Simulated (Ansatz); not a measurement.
Consider the ligand exchange at a Zr–C bond: `C#[C][Zr]([Cl])([Cl])[Cl]` + HBr → `[Cl][Zr]([Cl])([Cl])[Br]` + acetylene.

Computed with Ansatz on PBE0-D4/def2-TZVP structures; ΔE is electronic, products minus reactants. CCSD(T)/CBS adds triple-zeta CCSD(T) − MP2 to the extrapolated MP2 energy (def2 sets, frozen cores). This one scheme is used for every species. DFT in def2-TZVPP. B3LYP here is the variant with VWN-RPA as its local correlation; programs differ in this. HSE06 is defined as in plane-wave codes. Elements past krypton have def2 core potentials. For Br, Zr outer-core shells are correlated without core-valence functions, which leaves a few kJ/mol of doubt a bond. Scalar relativity is left out up to krypton.

`C#[C][Zr]([Cl])([Cl])[Cl]`:

```xyz
7

C     1.976   -0.279    1.049
C     0.910   -0.129    0.483
Zr   -0.975    0.138   -0.517
Cl   -2.646   -0.693    0.860
Cl   -0.901   -1.032   -2.519
Cl   -1.275    2.406   -0.900
H     2.912   -0.412    1.545
```

HBr:

```xyz
2

Br   -0.087    0.158   -0.687
H     0.087   -0.158    0.687
```

`[Cl][Zr]([Cl])([Cl])[Br]`:

```xyz
5

Cl   -1.861    1.367    0.269
Zr   -0.005    0.015   -0.025
Cl   -0.404   -1.472   -1.753
Cl    1.828    1.328   -0.548
Br    0.443   -1.238    2.057
```

`C#C`:

```xyz
4

C     0.218    0.554   -0.057
C    -0.218   -0.554    0.057
H     0.607    1.541   -0.158
H    -0.607   -1.541    0.158
```

Is it downhill or uphill in electronic energy at CCSD(T)/CBS, and by how much? (Best estimate.)

The calculation gave: Downhill: ΔE = -135.8 kJ/mol.

What do these levels give: LDA (SPW92), r2SCAN-D4, B3LYP-D4, r2SCANh-D4, r2SCAN0-D4, B2PLYP, PBE-QIDH, BLYP, r2SCAN0, HSE06, LC-ωPBE, HF/def2-TZVPP? (Best estimate.)

Ansatz gave: LDA (SPW92) -133.3, r2SCAN-D4 -132.6, B3LYP-D4 -130.9, r2SCANh-D4 -134.1, r2SCAN0-D4 -136.1, B2PLYP -132.5, PBE-QIDH -136.3, BLYP -125.4, r2SCAN0 -136.5, HSE06 -132.8, LC-ωPBE -135.0, HF/def2-TZVPP -136.3 kJ/mol.

Largest T1 diagnostic among the species: 0.016.

At CCSD(T), def2-SVP lies +10.3 kJ/mol from the extrapolated value and def2-TZVPP +8.0 kJ/mol. Leaving LDA and LC-ωPBE aside and taking each functional with its dispersion term where it has one, the values, not all of them listed here, spread over 12.6 kJ/mol, from BHLYP-D4 to revPBE-D4. LDA lies −5.2 kJ/mol from PBE without D4. From PBE to PBE0 (25 % exact exchange), in def2-TZVPP and without D4, ΔE moves by −4.9 kJ/mol.
